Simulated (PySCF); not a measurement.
Orbital gap (eV) of eight silicon and germanium compounds: PBE beside r2SCAN, computed with PySCF for isolated molecules in the bases named; differences from unrounded values. The eight are the first of their class met in an unordered collection, after screening for sound electronic states; none was chosen by its value. Each molecule has one DFT geometry for both levels.

| molecule | basis | r2SCAN | PBE | difference |
|---|---|---|---|---|
| C3H8O2Si, SMILES O1C[C@H](O)C[SiH2]1 | def2-TZVP | 6.64 | 5.87 | -0.77 |
| CH6ClNSi3, SMILES [SiH3][Si@@H]1N=C[Si@@H]1Cl | def2-TZVP | 3.41 | 3.01 | -0.40 |
| C5H5FSi, SMILES C([Si](F)(C#C)C)#C | def2-TZVP | 5.73 | 5.26 | -0.47 |
| CH₈FNOSi₂, SMILES [Si@H]([Si@@H](O)F)(N)C | def2-TZVP | 5.52 | 4.90 | -0.63 |
| Si(GeH3)(H)2(OH) (GeH6OSi), SMILES O[SiH2][GeH3] | def2-TZVPD | 5.97 | 5.27 | -0.70 |
| Si(H)(Cl)(Me)(NH2) (CH6ClNSi), SMILES C[SiH](N)Cl | def2-TZVP | 7.21 | 6.27 | -0.94 |
| B₂H₆O₄Si, SMILES OB(O)[SiH2]B(O)O | def2-TZVP | 5.54 | 5.08 | -0.47 |
| Si(F)(Me)2(SeH) (C2H7FSeSi), SMILES C[Si](C)(F)[SeH] | def2-TZVP | 5.51 | 4.91 | -0.59 |

PBE lies below r2SCAN in 8 and above it in 0 of the eight; the mean signed difference is -0.62 and the largest -0.94 eV.
